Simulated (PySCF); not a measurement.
A made-up structure of BSiH₃Te, closed shell:

```tsv
atom	x (Å)	y (Å)	z (Å)
B1	-0.5747	-0.9694	-0.3051
Si2	0.6015	0.4610	0.2837
Te3	-1.6957	0.7901	-0.6656
H4	-0.8127	-2.1160	-0.4795
H5	1.7063	0.9963	-0.5480
H6	-2.2444	-0.6269	-1.4052
```

It is relaxed with PBE-D4/def2-SVP and then PBE0-D4/def2-TZVP (PySCF 2.14 with density fitting (its default auxiliary sets; JK sets also for MP2 and CCSD(T))). Atoms count as bonded within 1.22 times the sum of their covalent radii (H–H: 0.88 Å). The end point is not checked to be a true minimum.

Task: Does its bonding change? (Judge from chemistry; the calculation decides.)

Result: The calculation gives: No: no bond forms or breaks.

Where it ends: The first stage lowers the energy by 1.13 eV in 17 steps. It ends as BSiH₃Te ([BH]1[SiH][TeH]1):
| atom | x (Å) | y (Å) | z (Å) |
| --- | --- | --- | --- |
| B1 | -0.3861 | -0.9611 | 0.1266 |
| Si2 | 0.5988 | 0.6664 | 0.2606 |
| Te3 | -1.9196 | 0.5932 | -0.6050 |
| H4 | -0.7093 | -2.0994 | 0.2199 |
| H5 | 1.3405 | 0.4941 | -1.0442 |
| H6 | -1.9575 | -0.1676 | -2.0908 |

Labels in which every atom is bracketed show which atoms are joined, not bond orders.

For scale, one of the runs: PBE0-D4/def2-TZVP relaxation, 136 basis functions, launched by `OMP_NUM_THREADS=2 python run.py`. The run took 72 s on 2 CPU threads of an AMD EPYC 7B13 (shared host), with 1.2 GiB of host memory at its peak.
